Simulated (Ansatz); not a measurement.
Relaxed structures of AlBH₂Cl₂, closed shell (PBE0-D4/def2-TZVP; forces vanish, vibrations not checked; lower isomers may exist, and structures with a doubtful reference or unclear bonds are left out; Å). Program: Ansatz 0.2.0. Basis: def2-TZVPP. Cores are frozen in the correlated methods.

**Question.** Rank them by CCSD(T) energy, lowest first, and give each one's height above the lowest. Links in brackets join atoms within 1.22 times the sum of their covalent radii (1.1 for two metals). (To be estimated.)
A.
AlBH₂Cl₂ ([Cl][BH][AlH][Cl])
```
6
angstrom
Cl 1.6187 -0.8222 -2.0850
B 1.5392 -0.1356 -0.4787
Al -0.2672 -0.3571 0.6202
Cl -0.3621 -2.0021 1.9317
H 2.5428 0.4077 -0.1218
H -1.5540 0.5583 0.5324
```
B.
AlBH₂Cl₂ ([Cl][AlH][B][ClH])
```
6
angstrom
Cl 2.2808 0.1986 0.3775
B 0.6362 0.2988 0.6795
Al -1.2917 0.1393 0.0350
Cl -2.1813 -1.7548 0.2789
H 2.8526 -0.1598 -0.9666
H -2.1904 1.3590 -0.4031
```
C.
AlBH₂Cl₂ ([Cl][Al][BH][ClH])
```
6
angstrom
Cl -0.4710 1.4585 0.7427
B 0.7198 0.0557 0.2934
Al -0.2420 -1.4305 -0.6959
Cl -1.1230 -3.3096 -0.3256
H 1.7790 0.5072 -0.0234
H -0.5378 2.5345 -0.0524
```

**Answer.** Computed: A (0.000 eV), C (3.647 eV), B (4.413 eV). Heights count from the lowest.

T1 diagnostic: at most 0.022. The restricted Hartree–Fock reference is unstable towards an unrestricted one at one or more of these structures.

For scale, one of the runs: CCSD(T)/def2-TZVPP, 185 basis functions, launched by `ansatz run in.yaml --threads 2 --pin off --events-out ev --progress --plain --max-ram 4352MiB`. The run took 59 s on 2 CPU threads of an Arm Neoverse V1 (shared host), with 1.6 GiB of host memory at its peak.
